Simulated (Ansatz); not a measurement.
System: C2H2B, charge 0, doublet. C2H2B (SMILES [BH]C#C, doublet).
B3LYP-D3(BJ)/def2-TZVP minimum from Ansatz (a first-principles code):
```xyz
5

B      0.2892    -1.3538    -0.4047
C      0.0007     0.0021    -0.0070
C     -0.2524     1.1140     0.4334
H     -0.4724     2.0820     0.8149
H      0.5366    -2.0092    -1.3493
```
Charge 0, spin multiplicity 2.

Hartree-Fock and CCSD(T) correlation energies in hartree (Ansatz). Open shells are spin-unrestricted; no spin-orbit coupling. Cores are frozen in correlated methods. No relativity. The UHF reference of C2H2B ([BH]C#C, doublet) is spin-contaminated (<S^2> up to 0.18 over the pure value in the sets run).

| basis | X | E(HF) | E(corr, CCSD(T)) |
|---|---|---|---|
| cc-pVTZ | 3 | -101.48905 | -0.40922 |
| cc-pVQZ | 4 | -101.49536 | -0.42981 |
| cc-pV5Z | 5 | -101.49667 | withheld |

Task: Fit E(corr) = E∞ + A/X³ to X = 3 and 4, predict X = 5, and compare with the run.

Result: A = (-0.40922 - (-0.42981))/(1/27 - 1/64) = 0.9616; E∞ = -0.42981 - A/64 = -0.44484; at X = 5, E∞ + A/125 = -0.43714. The run gave -0.43623, 0.91 mEh above the prediction. The same form on X = 4 and 5 gives E∞ = -0.44297, 1.87 mEh above the first estimate.
